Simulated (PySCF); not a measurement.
## Exercise with solution: chemical shift, span and skew from a shielding tensor

(1S)-1-bromo-1-chloroethane (C₂H₄BrCl), SMILES C[C@@H](Cl)Br. Atoms are numbered in the order given.

```xyz
8

C     -1.6701    -1.0322     0.2890
C     -0.2173    -0.6607     0.4806
Cl     0.8534    -1.7127    -0.5010
Br     0.0799     1.2406     0.0471
H     -1.9670    -0.9017    -0.7612
H     -1.8173    -2.0865     0.5707
H     -2.3080    -0.3982     0.9225
H      0.1143    -0.7608     1.5192
```

The structure is a stationary point at B3LYP-D3(BJ)/def2-SVP.

GIAO shieldings from PBE0/pcSseg-1 (PySCF), non-relativistic, no solvent. The symmetric part of the tensor of C2 has the principal values 50.2, 117.8, 127.7 ppm. The same nucleus in TMS has σ = 186.3 ppm at this level (PySCF, at its B3LYP-D3(BJ)/def2-TZVP geometry). Without spin–orbit terms, shifts of atoms bonded to Cl or Br come out too high.

Work out the isotropic shielding, the ¹³C shift against TMS, the span and the skew.


σ(iso) = (σ11 + σ22 + σ33)/3 = 98.6 ppm. δ = σ(ref) − σ(iso) = 186.3 − (98.6) = 87.7 ppm.
Span Ω = σ33 − σ11 = 77.5 ppm. Skew κ = 3(σ(iso) − σ22)/Ω = -0.74. Tumbling in solution averages the tensor to δ; in a static solid the shielding alone would spread this spin-1/2 line over Ω.
